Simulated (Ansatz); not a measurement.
Basis sets compared for Cu(PH3)F (CuPH3F). The state is a singlet with charge 0. Geometry r2SCAN-D4/def2-TZVP. Ansatz on 4 threads of Arm Neoverse V2 on a shared host; times are rough, and most runs start from earlier orbitals.

```xyz
6

Cu   -1.187    0.807   -0.195
P     0.527   -0.358    0.087
H     1.452   -0.497   -0.971
H     0.390   -1.726    0.407
H     1.443   -0.010    1.103
F    -2.625    1.784   -0.431
```

The 6-31G sets use Cartesian d functions. B3LYP takes the VWN-RPA correlation.

Binding counts from free atoms (Cu doublet, P quartet, H doublet, F doublet) in the same basis, without a counterpoise term.

| level | functions | energy (Eh) | HOMO (eV) | LUMO (eV) | binding per atom (eV) | wall time |
| --- | --- | --- | --- | --- | --- | --- |
| HF/STO-3G | 35 | -2056.8063 | -2.74 | 4.79 | – | 0.2 s |
| HF/6-31G | 57 | -2080.4700 | -9.59 | 2.31 | 1.63 | 0.25 s |
| PBE-D4/def2-SVP | 78 | -2082.6191 | -5.28 | -1.07 | 2.81 | 0.5 s |
| PBE-D4/def2-TZVP | 131 | -2083.1319 | -5.96 | -1.65 | 2.80 | 0.75 s |
| r2SCAN-D4/def2-TZVP | 131 | -2083.5478 | -6.03 | -1.44 | 2.79 | 1.8 s |
| B3LYP-D4/6-31G | 57 | -2083.2337 | -6.03 | -0.60 | 2.68 | 0.6 s |
| B3LYP-D4/def2-TZVP | 131 | -2083.7020 | -7.18 | -1.04 | 2.73 | 1.1 s |
| PBE0-D4/def2-SVP | 78 | -2082.6501 | -6.82 | -0.25 | 2.67 | 0.7 s |
| PBE0-D4/def2-TZVP (with forces) | 131 | -2083.1495 | -7.37 | -0.80 | 2.68 | 1.4 s |

Task: Estimate the rows for PBE-D4/def2-TZVPD, r2SCAN-D4/def2-TZVPD, PBE0-D4/def2-TZVPD.

Result: 
```csv
level,functions,energy (Eh),HOMO (eV),LUMO (eV),binding per atom (eV),wall time
PBE-D4/def2-TZVPD,158,-2083.1367,-6.01,-1.78,2.81,1.1 s
r2SCAN-D4/def2-TZVPD,158,-2083.5518,-6.07,-1.54,2.80,2.4 s
PBE0-D4/def2-TZVPD,158,-2083.1535,-7.41,-0.96,2.69,1.4 s
```
